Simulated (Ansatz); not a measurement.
Pulling on the As1–N2 bond in AsN (multiplicity 1 held). Energies count from the point at 1.611 Å.


| level | energy at R = 6.446 Å (eV) | cost |
|---|---|---|
| R-HF/cc-pVTZ | 13.897 | - |
| U-HF/cc-pVTZ | 0.784 | - |
| R-PBE/cc-pVTZ | 10.240 | ×1 |
| U-PBE/cc-pVTZ | 5.497 | - |
| R-r2SCAN/cc-pVTZ | 11.204 | ×1 |
| U-r2SCAN/cc-pVTZ | 4.700 | - |
| R-B3LYP/cc-pVTZ | 12.107 | ×1 |
| U-B3LYP/cc-pVTZ | 4.950 | - |
| R-wB97X-V/cc-pVTZ | 17.534 | ×2 |
| U-wB97X-V/cc-pVTZ | 4.872 | - |
| R-MP2/cc-pVTZ | 3.190 | - |
| U-MP2/cc-pVTZ | 3.150 | - |
| R-SCS-MP2/cc-pVTZ | 3.262 | - |
| U-SCS-MP2/cc-pVTZ | 3.170 | - |
| U-CCSD/cc-pVTZ | 3.934 | - |
| U-CCSD(T)/cc-pVTZ | 4.375 | - |
| CASSCF(10,8)/cc-pVTZ | 4.177 | - |
| SC-NEVPT2 on CASSCF(10,8)/cc-pVTZ | 4.488 | - |
| FIC-NEVPT4(SD) on CASSCF(10,8)/cc-pVTZ | 4.504 | - |
| FIC-MRCISD on CASSCF(10,8)/cc-pVTZ | 4.552 | - |
| FIC-MRCISD+Q on CASSCF(10,8)/cc-pVTZ | 4.538 | - |

The rows run from 0.784 (U-HF/cc-pVTZ) to 17.534 eV (R-wB97X-V/cc-pVTZ). In cc-pVTZ the value moves U-HF 0.784, U-MP2 3.150, U-CCSD 3.934, U-CCSD(T) 4.375, a shift of 3.591 from U-HF to U-CCSD(T). The 4 U-functionals in cc-pVTZ without D3 or D4 span 0.797, from U-r2SCAN to U-PBE.

R- and RO- levels are restricted; in cc, def2 and unpolarised 6-31G sets they are followed outwards from rest. Unrestricted levels (U-) break spin symmetry where that is lower. Active spaces are followed from rest. Curves can end on different states.

Cores are frozen in the correlated methods. Filled d and f shells under p-block atoms count as core.

Doubts at one or more of the structures used: a restricted determinant that unrestricted orbitals would lower (R-HF/cc-pVTZ, R-PBE/cc-pVTZ, R-r2SCAN/cc-pVTZ, R-B3LYP/cc-pVTZ, R-wB97X-V/cc-pVTZ, R-MP2/cc-pVTZ, R-SCS-MP2/cc-pVTZ); a spin-contaminated determinant (U-HF/cc-pVTZ, U-PBE/cc-pVTZ, U-r2SCAN/cc-pVTZ, U-B3LYP/cc-pVTZ, U-wB97X-V/cc-pVTZ, U-MP2/cc-pVTZ, U-SCS-MP2/cc-pVTZ, U-CCSD/cc-pVTZ, U-CCSD(T)/cc-pVTZ); T1 above 0.05 (U-CCSD/cc-pVTZ, U-CCSD(T)/cc-pVTZ).

Run with Ansatz (Gaussian basis) for Hartree–Fock, density functionals and correlated methods. Each number belongs to the level named beside it.

Costs are rough ratios of core time to R-PBE/cc-pVTZ (about 1.8 s over the structures, on one shared machine); a dash marks a level with no comparable run of its own.

Ansatz is an electronic-structure program.
